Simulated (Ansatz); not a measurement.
Frontier orbitals of BrF$_{2}$HOSi, SMILES `O[Si](F)(F)Br`.

| atom | x (Å) | y (Å) | z (Å) |
| --- | --- | --- | --- |
| O1 | 0.418 | -0.724 | -0.998 |
| Si2 | -0.108 | 0.217 | 0.197 |
| F3 | -1.374 | -0.403 | 0.904 |
| F4 | 0.981 | 0.372 | 1.328 |
| Br5 | -0.601 | 2.163 | -0.624 |
| H6 | 0.684 | -1.626 | -0.808 |

Total charge 0; spin multiplicity 1. Correlated methods include outer-core shells of Br, which these sets cover unevenly. Scalar relativity is left out up to krypton. Geometry: relaxed with PBE0-D4/def2-TZVP. It is one conformer, not always the lowest. Basis def2-TZVPP, the Gaussian-basis code of Ansatz.

Orbital energies of one run (eV). Highest occupied ones, from the top: -7.80, -7.83, -8.80, -9.55, -9.81, -10.40, -10.77, -11.31, -11.75, -12.46, -13.38, -14.94, -19.99, -26.11. Empty: -0.96, 0.26, 0.88, 1.04, 2.39, 2.44.

**Question.** Which functional gave them?
A. LC-ωPBE
B. B3LYP
C. CAM-B3LYP
D. PBE

**Answer.** D. HOMO energies: PBE -7.80, B3LYP -8.88, CAM-B3LYP -10.52, LC-ωPBE -11.94 eV.

B3LYP here is the variant with VWN-RPA as its local correlation; programs differ in this. LC-ωPBE has ω = 0.4 bohr⁻¹.
